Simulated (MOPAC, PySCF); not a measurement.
CH$_{13}$Ge$_{5}$NO, SMILES `[NH2][GeH2][GeH2][GeH2][GeH2][GeH2][CH]=O`, neutral singlet in the gas phase. 

Cartesian coordinates (Å):
```xyz
21

N     -5.1041     0.8048    -0.0480
Ge    -3.6509    -0.3286    -0.0727
Ge    -1.5280     0.7301    -0.6469
Ge     0.3431    -0.8168    -0.6397
Ge     2.4284     0.2836    -1.2123
Ge     4.2915    -1.2743    -1.1897
C      5.9809    -0.3004    -1.6523
O      6.6995     0.1685    -0.8133
H     -5.3038     1.2358    -0.9476
H     -5.0335     1.5466     0.6445
H     -3.9606    -1.4272    -1.1078
H     -3.5427    -0.9438     1.3357
H     -1.2165     1.8688     0.3499
H     -1.6173     1.3739    -2.0488
H      0.4870    -1.4605     0.7553
H      0.0875    -1.9538    -1.6516
H      2.3119     0.9094    -2.6179
H      2.7144     1.4193    -0.2100
H      4.0458    -2.3822    -2.2359
H      4.4582    -1.8931     0.2079
H      6.2198    -0.1797    -2.7464
```
Charge 0, spin multiplicity 1.

All levels are single points at this geometry (PBE0-D4/def2-SVP); Pople sets use spherical d functions. Orbital energies aren't observables, and empty levels follow the basis.

```json
[
 {"level": "PBE-D3(BJ)/def2-TZVP in PySCF", "HOMO (eV)": "-5.46", "LUMO (eV)": "-2.71", "gap (eV)": "2.75", "dipole (D)": "2.45", "vertical IE, Delta-SCF (eV)": "7.42"},
 {"level": "PBE0-D4/def2-TZVP in PySCF", "HOMO (eV)": "-6.67", "LUMO (eV)": "-1.69", "gap (eV)": "4.97", "dipole (D)": "2.43", "vertical IE, Delta-SCF (eV)": "8.00"},
 {"level": "B3LYP/3-21G in PySCF", "HOMO (eV)": "-5.99", "LUMO (eV)": "-1.41", "gap (eV)": "4.58", "dipole (D)": "2.37", "vertical IE, Delta-SCF (eV)": "–"},
 {"level": "B3LYP/6-31G* in PySCF", "HOMO (eV)": "-6.19", "LUMO (eV)": "-1.59", "gap (eV)": "4.60", "dipole (D)": "2.39", "vertical IE, Delta-SCF (eV)": "7.67"},
 {"level": "B3LYP/LANL2DZ in PySCF", "HOMO (eV)": "-6.36", "LUMO (eV)": "-1.81", "gap (eV)": "4.54", "dipole (D)": "2.40", "vertical IE, Delta-SCF (eV)": "–"},
 {"level": "BP86/6-31G* in PySCF", "HOMO (eV)": "-5.29", "LUMO (eV)": "-2.47", "gap (eV)": "2.82", "dipole (D)": "2.42", "vertical IE, Delta-SCF (eV)": "–"},
 {"level": "M06-2X/6-31G* in PySCF", "HOMO (eV)": "-7.56", "LUMO (eV)": "-0.51", "gap (eV)": "7.05", "dipole (D)": "2.38", "vertical IE, Delta-SCF (eV)": "–"},
 {"level": "PBE/6-31G* in PySCF", "HOMO (eV)": "-5.18", "LUMO (eV)": "-2.38", "gap (eV)": "2.80", "dipole (D)": "2.40", "vertical IE, Delta-SCF (eV)": "7.20"},
 {"level": "HF/3-21G in PySCF", "HOMO (eV)": "-8.98", "LUMO (eV)": "1.95", "gap (eV)": "10.93", "dipole (D)": "2.48", "vertical IE, Delta-SCF (eV)": "–"},
 {"level": "HF/6-31G* in PySCF", "HOMO (eV)": "-9.05", "LUMO (eV)": "1.98", "gap (eV)": "11.04", "dipole (D)": "2.58", "vertical IE, Delta-SCF (eV)": "–"},
 {"level": "AM1 in MOPAC", "HOMO (eV)": "-9.74", "LUMO (eV)": "-1.42", "gap (eV)": "8.32", "dipole (D)": "2.36", "vertical IE, Delta-SCF (eV)": "–"},
 {"level": "PM3 in MOPAC", "HOMO (eV)": "-9.35", "LUMO (eV)": "-3.24", "gap (eV)": "6.11", "dipole (D)": "2.05", "vertical IE, Delta-SCF (eV)": "–"},
 {"level": "PM6 in MOPAC", "HOMO (eV)": "-8.91", "LUMO (eV)": "-1.11", "gap (eV)": "7.80", "dipole (D)": "2.20", "vertical IE, Delta-SCF (eV)": "–"}
]
```
